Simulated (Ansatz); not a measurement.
Coupled-cluster diagnostics for [AgF4]- (AgF4⁻), Ansatz.

Geometry of the singlet (PBE0-D4/def2-SVPD):

```xyz
5

Ag    0.000    0.000    0.000
F    -1.204    0.669   -1.336
F    -0.558   -1.793   -0.395
F     1.204   -0.669    1.337
F     0.558    1.793    0.395
```

In the def2 sets Ag takes a core potential; there is no spin–orbit coupling. Correlated methods freeze 4 core orbitals; core or outer-core shells of Ag are correlated, in sets that lack core-valence functions. At PBE0-D4/def2-TZVPD a singlet of charge -1 lies 1.99 eV below the triplet, each at its own geometry.

Geometry of the charge -1 triplet (PBE0-D4/def2-SVPD):

```xyz
5

Ag    0.000    0.000    0.000
F    -0.314   -1.973   -0.132
F     1.946   -0.332    0.334
F     0.314    1.973    0.132
F    -1.946    0.332   -0.334
```

Problem. Estimate the CCSD(T) correlation energy, the shares of MP2 and (T), T1 and the reference's ⟨S²⟩ for: charge -1, singlet, own geometry in def2-SVPD; charge -1, triplet, own geometry in def2-SVPD; charge 0, doublet, vertical in def2-SVPD; and the rough time on 4 threads of Arm Neoverse V2 on a shared host.

Solution. 
| state | basis | correlation (eV) | MP2 share (%) | (T) share (%) | T1 | ⟨S²⟩ (pure) | wall time | remarks |
| --- | --- | --- | --- | --- | --- | --- | --- | --- |
| charge -1, singlet, own geometry | def2-SVPD | -34.440 | 98.7 | 3.2 | 0.022 | 0.00 (0.00) | 9 s | – |
| charge -1, triplet, own geometry | def2-SVPD | -33.335 | 97.9 | 2.8 | 0.028 | 2.03 (2.00) | 22 s | – |
| charge 0, doublet, vertical | def2-SVPD | -32.495 | 91.9 | 3.7 | 0.068 | 1.51 (0.75) | 48 s | large T1, spin-contaminated |
Customary marks for T1 are 0.02 (closed shells), 0.045 (open shells) and about 0.05 (3d metals). T1 exceeds 0.02 in 3 of 3 rows and 0.045 in 1; the higher it lies, the less the single-reference result can be trusted.
